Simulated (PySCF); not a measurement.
PySCF input for B(Br)(vinyl)(OH) (C2H4BBrO), SMILES C=CB(O)Br, IEF-PCM-M06-2X/def2-SVP. The structure is a stationary point at ωB97X-D3(BJ)/def2-SVP. One conformer was computed; it need not be the lowest.

```python
import numpy as np
from pyscf import gto, scf, dft
from pyscf.solvent import pcm

mol = gto.M(
    atom='''
    B    -0.31173258    0.56018252    0.00000000
    Br    0.19112127   -1.31788287   -0.00000000
    C     0.79049013    1.65906719    0.00000000
    C     0.46915726    2.96064715   -0.00000000
    H     1.84737355    1.36958676    0.00000000
    H     1.22883915    3.75094597    0.00000000
    H    -0.57838625    3.28324345    0.00000000
    O    -1.62207917    0.88528587   -0.00000000
    H    -2.20965882    0.12063874    0.00000000
    ''',
    basis='def2-SVP',
    charge=0,
    spin=0,
    max_memory=1600,
    verbose=3,
)
mf = dft.RKS(mol, xc='m06-2x').density_fit(auxbasis='def2-universal-jkfit')
mf.grids.level = 4
mf.conv_tol = 1e-9
mf.max_cycle = 100
mf.kernel()
res = {}
for name, eps in {'water': 78.355, 'diethylether': 4.24, 'dimethylsulfoxide': 46.826}.items():
    s = mf.PCM()
    s.with_solvent.method, s.with_solvent.eps, s.with_solvent.lebedev_order = 'IEF-PCM', eps, 29
    s.kernel(mf.make_rdm1())
    res[name] = (s.e_tot, eps, s.dip_moment(), s.mo_energy, s.converged)
    print(f'{name}: electrostatic solvation free energy {(s.e_tot - mf.e_tot) * 627.509474:.3f} kcal/mol')
```

Log of the run:

```
converged SCF energy = -2752.44862755702

WARN: PCM is an experimental feature. It is still in testing.
Features and APIs may be changed in the future.

converged SCF energy = -2752.455472076
Dipole moment(X, Y, Z, Debye): -1.05048,  1.02154,  0.00000
water: electrostatic solvation free energy -4.295 kcal/mol

WARN: PCM is an experimental feature. It is still in testing.
Features and APIs may be changed in the future.

converged SCF energy = -2752.453261701
Dipole moment(X, Y, Z, Debye): -0.97404,  0.96615,  0.00000
diethylether: electrostatic solvation free energy -2.908 kcal/mol

WARN: PCM is an experimental feature. It is still in testing.
Features and APIs may be changed in the future.

converged SCF energy = -2752.45537453128
Dipole moment(X, Y, Z, Debye): -1.04704,  1.01946,  0.00000
dimethylsulfoxide: electrostatic solvation free energy -4.234 kcal/mol
```

Self-consistency was reached.

Cost: very roughly 120 core-seconds.
